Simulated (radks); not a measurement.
Question: In2+, configuration [Kr] 4d10 5s0.5 4f0.5 (fractional occupations, a model configuration). All-electron calculation, Dirac Kohn-Sham, exchange-only B88, spin-unpolarised, spherical densities, point nucleus; open shells fill j = l - 1/2 first. Program: a radial shooting solver on a logarithmic mesh with Libxc functionals. Some entries of the table are withheld. Estimate them.

orbital,occ.,eigenvalue (eV),<1/r> (bohr^-1),r(max) (bohr)
1s1/2,2,-27761.62,51.87,0.01921
2s1/2,2,(1),(2),0.1087
2p1/2,2,-3892.820,11.98,0.08382
2p3/2,4,-3681.826,11.19,0.08826
3s1/2,2,-807.7711,4.227,0.3157
3p1/2,2,-694.8811,4.135,0.3020
3p3/2,4,-656.7782,3.941,0.3122
3d3/2,4,(3),3.785,0.2564
3d5/2,6,(4),3.735,0.2593
4s1/2,2,-139.5140,1.644,0.7699
4p1/2,2,-102.6353,1.525,0.7992
4p3/2,4,-95.9586,1.463,0.8239
4d3/2,4,-38.9063,1.160,0.9242
4d5/2,6,-38.0278,1.143,0.9342
5s1/2,0.5,-25.1873,0.5583,2.026
4f5/2,0.5,-5.1981,0.1842,(5)
4f7/2,0,-5.1978,0.1842,(6)

Answer: 
(1) 2s1/2 eigenvalue (eV): -4172.556
(2) 2s1/2 <1/r> (bohr^-1): 12.00
(3) 3d3/2 eigenvalue (eV): -457.0072
(4) 3d5/2 eigenvalue (eV): -449.1996
(5) 4f5/2 r(max) (bohr): 5.690
(6) 4f7/2 r(max) (bohr): 5.690
